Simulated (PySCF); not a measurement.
Compound: dimethyldichlorosilane, C2H6Cl2Si.
Numbering: `[CH3:1][Si:2]([CH3:3])([Cl:4])[Cl:5]` (hydrogens: H6, H7, H8 on C1; H9, H10, H11 on C3)

All values: wB97X-D/pcSseg-2 (PySCF, non-relativistic), on one gas-phase PBE0-D3(BJ)/def2-TZVP geometry that isn't relaxed in the solvent. The solvent is an IEF-PCM continuum (Bondi radii, 1.10 Å for H, scaled by 1.2). Specific hydrogen bonds and non-electrostatic terms are outside this model.

Gas phase at wB97X-D/pcSseg-2: HOMO -10.57 eV, LUMO 1.99 eV, dipole 2.56 D.

What does the continuum do to the energy, the frontier levels and the dipole at wB97X-D/pcSseg-2 in chloroform?

```
   solvent      ε  E(solvent) − E(gas) (kcal/mol)  polarisation term (kcal/mol)  distortion of the solute (kcal/mol)  HOMO (eV)  LUMO (eV)  dipole (D)
chloroform  4.711                           -2.39                         -2.67                                 0.28     -10.46       2.24        3.12
```

Polarisation term: ½ Σ q·V over the induced surface charges. Distortion: the rise of the solute's own energy as its density leaves the gas-phase optimum.

Which radius a makes the point-dipole formula ΔE = −[(ε − 1)/(2ε + 1)]·μ²/a³ give the value in chloroform, with the gas-phase dipole?

μ = 1.007 au and |ΔE| = 0.00381 Eh give a = 2.41 Å; the farthest nucleus lies 2.47 Å from the centroid of the nuclei, so such a sphere wouldn't even hold the nuclei. The formula assumes a rigid point dipole at the centre of a sphere.

Hardware: one thread, AMD EPYC 9R45 (x86_64), shared host. Cost: 26 s, 1.3 GiB resident at most. This is the whole shielding run at wB97X-D/pcSseg-2 in chloroform, SCF included.

The pairwise dispersion term of wB97X-D wasn't added to the energies; at a given geometry it leaves orbitals and properties as they are.
